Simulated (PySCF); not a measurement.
**Polarisability and C₆ of Kr²⁺ (krypton, charge +2)**

[Ar] 3d10 4s2 4p4, high-spin 3P determinant. All numbers are calculated (PySCF 2.14, scalar relativity by spin-free X2C-1e, in ANO-RCC-VTZP (6s5p3d1f, 43 functions)). Coupled (time-dependent) response in atomic units; α is the mean over directions. The basis has no added diffuse functions, which lowers α and C₆.

```json
{"method": "UHF", "mean α (bohr³)": "7.132", "α xx, yy, zz": "7.181, 7.036, 7.181", "C₆ (like pair)": "34.94", "S(−4)": "9.046"}
{"method": "PBE", "mean α (bohr³)": "7.192", "α xx, yy, zz": "7.170, 7.234, 7.170", "C₆ (like pair)": "35.39", "S(−4)": "9.134"}
{"method": "PBE0", "mean α (bohr³)": "7.152", "α xx, yy, zz": "7.152, 7.152, 7.152", "C₆ (like pair)": "35.08", "S(−4)": "9.045"}
{"method": "M06-L", "mean α (bohr³)": "7.215", "α xx, yy, zz": "7.190, 7.263, 7.190", "C₆ (like pair)": "36.17", "S(−4)": "8.841"}
{"method": "LC-wPBE", "mean α (bohr³)": "7.136", "α xx, yy, zz": "7.138, 7.132, 7.138", "C₆ (like pair)": "34.98", "S(−4)": "9.002"}
```

S(−4) is the Cauchy moment in α(ω) = α(0) + S(−4) ω² + …

Spin-orbit coupling is absent.

α(iu) at M06-L:

```csv
u (hartree),α(iu) (bohr³)
0,7.215
0.0500,7.193
0.100,7.127
0.200,6.878
0.300,6.502
0.500,5.540
0.750,4.314
1.00,3.309
1.50,2.014
2.00,1.323
3.00,0.6912
5.00,0.2901
```

A single London oscillator, α(iu) = α/(1 + u²/ω²), gives C₆ = (3/4) ω α². Matching the computed C₆ needs ω = 4 × 36.17 / (3 × 7.215²) = 0.926 hartree.

For an ion, C₆ is the dispersion term alone; charge-induced terms of lower order in 1/R come first.

The components differ because the open shell of this determinant is not spherical; for a pure term their mean is the scalar polarisability.
